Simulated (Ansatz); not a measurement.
Computed with Ansatz on PBE0-D4/def2-TZVP structures; ΔE is electronic, products minus reactants. CBS: MP2 limit from def2 TZ/QZ plus the TZ coupled-cluster correction, frozen cores. This one scheme is used for every species. DFT in def2-TZVPP. One conformer a species, not always the lowest.

Consider the formal hydrolysis of the Al–Cl bond: `[OH][Al]([SH])[Cl]` + H₂O → `[OH][Al]([OH])[SH]` + HCl.

```json
{"level": "LC-ωPBE", "ΔE (kJ/mol)": "30.2"}
{"level": "SCS-MP2/def2-TZVPP", "ΔE (kJ/mol)": "27.9"}
```

Q: What does CCSD(T)/CBS give? (An estimate is asked.)

A: Ansatz gave: +32.9 kJ/mol. The listed levels differ from it by -2.7, -5.0 kJ/mol.

Largest T1 diagnostic among the species: 0.012.

From BLYP to BHLYP (50 % exact exchange), in def2-TZVPP and without D4, ΔE moves by +4.5 kJ/mol. Leaving LDA and LC-ωPBE aside and taking each functional with its dispersion term where it has one, the values, not all of them listed here, spread over 11.6 kJ/mol, from CAM-B3LYP-D4 to HSE06-D4. LDA lies −4.5 kJ/mol from PBE without D4.
